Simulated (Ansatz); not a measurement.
`c1coc(-c2ccc(-c3ccc(-c4ccc(-c5ccc(-c6ccc(-c7ccco7)o6)o5)o4)o3)o2)c1`. Total charge 0; triplet. Geometry PBE-D4/def2-SVP, that of the neutral singlet; atoms count from 1.

```xyz
51

C     0.4033  -10.0145   -5.2133
C     1.7219   -9.9673   -5.6057
O     2.3006   -8.8018   -5.1978
C     1.3415   -8.0856   -4.5320
C     1.7350   -6.8085   -4.0089
C     2.9340   -6.1087   -4.0343
C     2.7016   -4.8883   -3.3414
C     1.3733   -4.9161   -2.9339
C     0.5586   -3.9920   -2.2058
C    -0.7695   -4.0149   -1.7950
C    -0.9971   -2.7943   -1.1026
C     0.2052   -2.0965   -1.1305
C     0.6085   -0.8254   -0.6129
C     1.8118   -0.1290   -0.6422
C     1.5866    1.0917    0.0499
C     0.2586    1.0708    0.4622
C    -0.5503    1.9984    1.1910
C    -1.8778    1.9795    1.6042
C    -2.1010    3.2015    2.2957
C    -0.8970    3.8961    2.2647
C    -0.4876    5.1670    2.7795
C     0.7185    5.8566    2.7463
C     0.4995    7.0808    3.4369
C    -0.8259    7.0660    3.8506
C    -1.6284    8.0046    4.5816
C    -2.9509    8.0011    4.9990
C    -3.1502    9.2377    5.6900
C    -1.9460    9.9031    5.6462
O    -1.0158    9.1643    4.9763
O    -1.4289    5.9028    3.4519
O     0.0474    3.1647    1.5927
O    -0.3376   -0.0958    0.0591
O     1.1527   -2.8247   -1.8018
O     0.7836   -6.0853   -3.3401
C     0.1488   -8.7929   -4.5138
H    -0.3033  -10.8298   -5.4033
H     2.3724  -10.6526   -6.1582
H     3.8614   -6.4524   -4.5031
H     3.4097   -4.0751   -3.1534
H    -1.4808   -4.8259   -1.9807
H    -1.9238   -2.4500   -0.6329
H     2.7377   -0.4745   -1.1127
H     2.2993    1.9017    0.2344
H    -2.5915    1.1702    1.4207
H    -3.0260    3.5487    2.7667
H     1.6416    5.5051    2.2747
H     1.2141    7.8894    3.6201
H    -3.6777    7.2018    4.8235
H    -4.0728    9.5924    6.1624
H    -1.6004   10.8692    6.0273
H    -0.7866   -8.4629   -4.0513
```

Single mean-field runs in def2-SVP are fitted with def2-universal-jkfit. At PBE0-D4/def2-SVP a singlet of charge 0 lies 1.89 eV below the triplet at the same geometry.

(1) Estimate the Mulliken populations of the heavy atoms from the PBE0/def2-SVP orbitals of Ansatz.

(2) Where does the spin sit?

(3) And the Mayer bond orders between bonded heavy atoms (over 0.3, the first 40 of 41)?

Results:

(1) 
```csv
atom,charge (e),spin (α − β)
C1,-0.06,-0.04
C2,0.13,0.07
O3,-0.26,0.01
C4,0.11,-0.06
C5,0.19,0.15
C6,-0.06,-0.08
C7,-0.06,0.17
C8,0.15,-0.09
C9,0.16,0.25
C10,-0.05,-0.09
C11,-0.05,0.23
C12,0.15,0.02
C13,0.16,0.24
C14,-0.05,0.08
C15,-0.05,0.08
C16,0.16,0.24
C17,0.15,0.02
C18,-0.05,0.23
C19,-0.05,-0.09
C20,0.16,0.25
C21,0.15,-0.09
C22,-0.06,0.17
C23,-0.06,-0.08
C24,0.19,0.15
C25,0.11,-0.06
C26,-0.06,0.09
C27,-0.06,-0.04
C28,0.13,0.07
O29,-0.26,0.01
O30,-0.28,0.01
O31,-0.29,0.03
O32,-0.30,0.05
O33,-0.29,0.03
O34,-0.28,0.01
C35,-0.06,0.09
```
Mulliken values and Mayer orders depend strongly on the basis.

(2) Summed by element: C 1.89, O 0.16, H -0.05, of 2 unpaired in all. Largest on single atoms: C20 0.25, C9 0.25, C13 0.24.

(3) C1–C2 1.54 (1.38 Å); C1–C35 1.23 (1.43 Å); C2–O3 1.10 (1.36 Å); O3–C4 1.14 (1.37 Å); C4–C5 1.10 (1.44 Å); C4–C35 1.48 (1.39 Å); C5–C6 1.43 (1.39 Å); C5–O34 1.11 (1.37 Å); C6–C7 1.24 (1.42 Å); C7–C8 1.38 (1.39 Å); C8–C9 1.16 (1.43 Å); C8–O34 1.10 (1.37 Å); C9–C10 1.33 (1.39 Å); C9–O33 1.10 (1.37 Å); C10–C11 1.32 (1.42 Å); C11–C12 1.27 (1.39 Å); C12–C13 1.27 (1.43 Å); C12–O33 1.08 (1.37 Å); C13–C14 1.22 (1.39 Å); C13–O32 1.07 (1.37 Å); C14–C15 1.41 (1.42 Å); C15–C16 1.22 (1.39 Å); C16–C17 1.27 (1.43 Å); C16–O32 1.07 (1.37 Å); C17–C18 1.27 (1.39 Å); C17–O31 1.08 (1.37 Å); C18–C19 1.32 (1.42 Å); C19–C20 1.33 (1.39 Å); C20–C21 1.16 (1.43 Å); C20–O31 1.10 (1.37 Å); C21–C22 1.38 (1.39 Å); C21–O30 1.10 (1.37 Å); C22–C23 1.24 (1.42 Å); C23–C24 1.43 (1.39 Å); C24–C25 1.10 (1.44 Å); C24–O30 1.11 (1.37 Å); C25–C26 1.48 (1.39 Å); C25–O29 1.14 (1.37 Å); C26–C27 1.23 (1.43 Å); C27–C28 1.54 (1.38 Å).
